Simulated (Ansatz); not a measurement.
`[AlH2][NH][Si]1(Cl)CO1` at its PBE0-D4/def2-TZVP geometry, where that method's forces vanish. Total charge 0; spin multiplicity 1.

```xyz
11

Al    1.1461   -2.0053    1.0662
N     0.5670   -0.7673   -0.1016
Si   -0.1966    0.7335    0.0518
Cl   -0.2272    1.2480    2.0181
C    -1.3349    1.5164   -1.0900
O     0.1228    1.9146   -1.0339
H     0.9022   -1.8167    2.6096
H     1.8651   -3.2474    0.4029
H     0.7458   -0.9952   -1.0744
H    -1.9914    2.3316   -0.7937
H    -1.5989    1.0878   -2.0549
```

**Question.** What forces (eV/Å) does B3LYP-D4/def2-TZVPP give on these atoms in Ansatz? (Best estimate.)

**Answer.** Computed: 
```
Al1  0.067 -0.145  0.090
N2   0.024 -0.058 -0.052
Si3  0.001 -0.026 -0.053
Cl4 -0.012  0.071  0.214
C5  -0.448 -0.034 -0.115
O6   0.357  0.159 -0.054
H7   0.019 -0.019 -0.109
H8  -0.044  0.075  0.050
H9   0.004 -0.010  0.009
H10  0.030 -0.056 -0.039
H11  0.001  0.044  0.060
```

B3LYP here is the variant with VWN-RPA as its local correlation; programs differ in this.
